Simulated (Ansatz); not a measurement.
Cartesian coordinates (Å):
```xyz
13

N     -0.7874    -1.1595    -0.9962
Si     0.0000     0.0000     0.0001
N      0.9483     0.8807    -1.1323
N     -1.0981     0.9923     0.8757
N      0.9372    -0.7136     1.2529
H     -1.2615    -1.9486    -0.5876
H     -1.2163    -0.8790    -1.8640
H      1.4951     0.3957    -1.8261
H      1.3719     1.7572    -0.8740
H     -1.9062     1.3865     0.4218
H     -0.7676     1.5836     1.6218
H      0.4888    -1.1003     2.0683
H      1.7958    -1.1951     1.0396
```
Charge 0, multiplicity 1.

Level of theory: Ansatz (a program for electronic structure) with frozen-core CCSD(T)/cc-pVTZ // B3LYP-D3(BJ)/def2-TZVP.

- HF energy = -511.63778 Ha
- MP2 correlation energy = -0.98345 Ha

Task: Estimate the CCSD correlation energy, the (T) correction, the total energy and the T1 diagnostic.

Result: 
- CCSD correlation energy: -1.01818 Ha
- (T) correction: -0.03836 Ha
- CCSD(T) total energy: -512.69432 Ha
- T1 diagnostic: 0.009
